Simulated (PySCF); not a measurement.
Se(H)(OMe) (CH4OSe), SMILES CO[SeH]. Atoms are numbered in the order given.

```xyz
7

Se    -0.4020    -0.1722     0.5946
H     -1.2318    -1.0930    -0.2135
O      0.9823    -0.0896    -0.5415
C      0.7925     0.7778    -1.6425
H      0.5384     1.7930    -1.3224
H      1.7418     0.7948    -2.1827
H      0.0064     0.4101    -2.3117
```

Geometry optimised at PBE0-D3(BJ)/def2-TZVP. Other conformers were not sampled.

These are r2SCAN/def2-TZVPD run with PySCF values and carry that method's errors.

ESP charges are fitted to the potential on shells at 1.4 to 2.0 van der Waals radii. Atomic charges (e):

| atom | meta-Löwdin | ESP fit |
|---|---|---|
| Se1 | 0.24 | -0.06 |
| H2 | 0.05 | 0.12 |
| O3 | -0.49 | -0.19 |
| C4 | -0.13 | -0.15 |
| H5 | 0.11 | 0.09 |
| H6 | 0.13 | 0.12 |
| H7 | 0.10 | 0.07 |
